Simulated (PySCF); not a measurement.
Input file for PySCF: R-MP2/6-31G* on AlH3S (SMILES [AlH2][SH]), a point of a torsion scan.

```python
from pyscf import gto, scf, dft, mp
from pyscf.data.elements import chemcore

mol = gto.M(
    atom='''
    Al   -0.60879114   -0.03885568    0.06174050
    S     1.47884710   -0.53685267    0.45699292
    H    -1.59542135   -1.18455102   -0.22296043
    H    -1.16636528    1.39289246    0.05497114
    H     1.36594042   -1.61153150   -0.32518345
    ''',
    basis='6-31g*',
    cart=True,
    charge=0, spin=0, verbose=3, max_memory=1800)
mf = scf.RHF(mol)
mf.conv_tol = 1e-8
mf.max_cycle = 100
mf.kernel()
if not mf.converged:
    mf = mf.newton().run(mf.mo_coeff, mf.mo_occ)
pt = mp.MP2(mf, frozen=chemcore(mol)).run()
```

It printed:

```
converged SCF energy = -641.184558177106
E(RMP2) = -641.354823206511  E_corr = -0.170265029405034
E(SCS-RMP2) = -641.358991086897  E_corr = -0.174432909791015
```

Self-consistency was reached.

Cost: very roughly 0.7 core-seconds.
